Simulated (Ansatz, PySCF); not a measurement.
Gas-phase reaction (SMILES): Oc1ccco1 [furan-2-ol] + 5 C (CH4) + O (H2O) → 2 C=C (C2H4) + CC (C2H6) [ethane] + 3 CO (CH4O) [methanol]; bond separation energy.

Geometries: B3LYP-D3(BJ)/def2-TZVP minima from Ansatz (a program for electronic structure), one conformer each, not searched for the lowest. Correlated levels leave the core frozen unless marked. No spin-orbit coupling. Non-relativistic. Basis-set limits of correlation are two-point, X^-3; Hartree-Fock from the larger set. [CCSD(T)-MP2]/basis is that difference in the basis named. Thermal terms are rigid-rotor harmonic-oscillator values from B3LYP-D3(BJ) frequencies (PySCF) at 298.15 K and 1 atm. 1 Eh = 627.5095 kcal/mol.

```json
[
 {"species": "Oc1ccco1", "E, RI-MP2/CBS(cc-pVTZ,cc-pVQZ)+[CCSD(T)-MP2]/cc-pVTZ (Ansatz) (Eh)": "-304.91844", "E, PBE-D3(BJ)/def2-TZVPD (Ansatz + dftd3) (Eh)": "-305.02970", "H - E (Eh)": "0.07968", "G - E (Eh)": "0.04550"},
 {"species": "C (CH4)", "E, RI-MP2/CBS(cc-pVTZ,cc-pVQZ)+[CCSD(T)-MP2]/cc-pVTZ (Ansatz) (Eh)": "-40.46125", "E, PBE-D3(BJ)/def2-TZVPD (Ansatz + dftd3) (Eh)": "-40.46420", "H - E (Eh)": "0.04840", "G - E (Eh)": "0.02728"},
 {"species": "C=C (C2H4)", "E, RI-MP2/CBS(cc-pVTZ,cc-pVQZ)+[CCSD(T)-MP2]/cc-pVTZ (Ansatz) (Eh)": "-78.47961", "E, PBE-D3(BJ)/def2-TZVPD (Ansatz + dftd3) (Eh)": "-78.50286", "H - E (Eh)": "0.05494", "G - E (Eh)": "0.03009"},
 {"species": "CC (C2H6)", "E, RI-MP2/CBS(cc-pVTZ,cc-pVQZ)+[CCSD(T)-MP2]/cc-pVTZ (Ansatz) (Eh)": "-79.71807", "E, PBE-D3(BJ)/def2-TZVPD (Ansatz + dftd3) (Eh)": "-79.73427", "H - E (Eh)": "0.07887", "G - E (Eh)": "0.05302"},
 {"species": "CO (CH4O)", "E, RI-MP2/CBS(cc-pVTZ,cc-pVQZ)+[CCSD(T)-MP2]/cc-pVTZ (Ansatz) (Eh)": "-115.61425", "E, PBE-D3(BJ)/def2-TZVPD (Ansatz + dftd3) (Eh)": "-115.63404", "H - E (Eh)": "0.05533", "G - E (Eh)": "0.02827"},
 {"species": "O (H2O)", "E, RI-MP2/CBS(cc-pVTZ,cc-pVQZ)+[CCSD(T)-MP2]/cc-pVTZ (Ansatz) (Eh)": "-76.37659", "E, PBE-D3(BJ)/def2-TZVPD (Ansatz + dftd3) (Eh)": "-76.38147", "H - E (Eh)": "0.02495", "G - E (Eh)": "0.00353"}
]
```

Task: Work out ΔE and ΔH, ΔG, ΔS and the equilibrium constant at 298.15 K at the first level, then ΔH at the second.

Result: 
1. ΔE = [2×(-78.47961) + (-79.71807) + 3×(-115.61425)] - [(-304.91844) + 5×(-40.46125) + (-76.37659)] = 0.08124 Eh = 51.0 kcal/mol at RI-MP2/CBS(cc-pVTZ,cc-pVQZ)+[CCSD(T)-MP2]/cc-pVTZ.
2. The terms H - E add up to 0.00811 Eh, so ΔH = (0.08124 + (0.00811))×627.5095 = 56.1 kcal/mol.
3. The terms G - E add up to 0.01258 Eh, so ΔG = 58.9 kcal/mol, and ΔS = (0.00811 - (0.01258))×627509.5/298.15 = -9.4 cal/(mol K).
4. log10 K = -ΔG/(RT ln 10) = -43.2, with RT ln 10 = 1.3642 kcal/mol.
5. At PBE-D3(BJ)/def2-TZVPD the same steps give ΔE = 56.5 and ΔH = 61.6 kcal/mol, a shift of +5.5 from the first level.
6. These values are not checked against measurement here, since the tables used lack a sound gas-phase enthalpy of formation for at least one species.
